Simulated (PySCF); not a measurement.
Al(H)(NMe2)(SH) (C2H8AlNS), SMILES C[N](C)[AlH][SH].

Geometry optimised at ωB97X-D3(BJ)/def2-SVP. The structure was generated by enumeration; whether it is a known compound was not checked. One conformer was computed; it need not be the lowest.

Method: PBE/def2-TZVP run with PySCF.

Symmetry labels are those of the subgroup Cs that the program uses (full group Cs).

Question: List the valence orbital energies around the gap with their symmetry. (An estimate is asked for; the answer gives what the named calculation found.)

Answer: 
```
orbital  symmetry  energy (eV)
-------  --------  -----------
HOMO−7         A'        -9.93
HOMO−6         A"        -9.41
HOMO−5         A'        -9.27
HOMO−4         A'        -8.89
HOMO−3         A'        -7.87
HOMO−2         A'        -7.19
HOMO−1         A"        -6.45
HOMO           A"        -5.23
LUMO           A"        -1.16
LUMO+1         A'        -0.47
LUMO+2         A'        -0.28
LUMO+3         A'         0.16
```
